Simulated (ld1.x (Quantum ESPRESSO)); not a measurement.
## How hard is this helium (He) ultrasoft potential?

ld1.x (Quantum ESPRESSO) 7.5 input, shortened:

```
&input
   title='He', zed=2., rel=0, dft='PBE', iswitch=3,
   config='[He] 2p-2'
 /
 &inputp
   pseudotype=3, tm=.true., lloc=-2, rcloc=0.30,
   nlcc=.false.,
   which_augfun='PSQ', rmatch_augfun=0.30
 /
4
1S  1  0   2.00   0.00  0.30  0.35  0.0
1S  1  0   0.00   1.85  0.30  0.35  0.0
2P  2  1  -2.00  -0.20  0.30  0.40  0.0
2P  2  1  -2.00   0.55  0.30  0.40  0.0
 &test
   configts(1)='1s2'
 /
```

The pseudo-atom Hamiltonian at the reference potential is diagonalised in spherical Bessel functions j_l(qr) that vanish at 20 bohr, with q² up to the cutoff. All-electron valence levels (Ry): 1s -1.1586.

Question: How do the lowest levels (Ry) of each channel move with the cutoff, and are there ghosts?

Answer:

| cutoff (Ry) | s #1 | s #2 | p #1 | p #2 | d #1 | f #1 | f #2 | Σ f·Δε (mRy) |
| --- | --- | --- | --- | --- | --- | --- | --- | --- |
| 8 | -0.6284 | 0.0233 | 0.0454 | 0.1250 | 0.0822 | 0.1218 | 0.2690 | 1060.5 |
| 25 | -0.9139 | 0.0189 | 0.0454 | 0.1248 | 0.0822 | 0.1218 | 0.2690 | 489.5 |
| 50 | -1.0541 | 0.0170 | 0.0453 | 0.1248 | 0.0822 | 0.1218 | 0.2690 | 209.0 |
| 100 | -1.1254 | 0.0161 | 0.0453 | 0.1248 | 0.0822 | 0.1218 | 0.2690 | 66.4 |
| 180 | -1.1520 | 0.0157 | 0.0453 | 0.1248 | 0.0822 | 0.1218 | 0.2690 | 13.3 |
| 400 | -1.1586 | 0.0157 | 0.0453 | 0.1248 | 0.0822 | 0.1218 | 0.2690 | 0.0 |

Result: no extra level below or beside the all-electron valence levels (s, p, d, f tested); 10 mRy is reached at 200 Ry and 1 mRy at over 300 Ry.
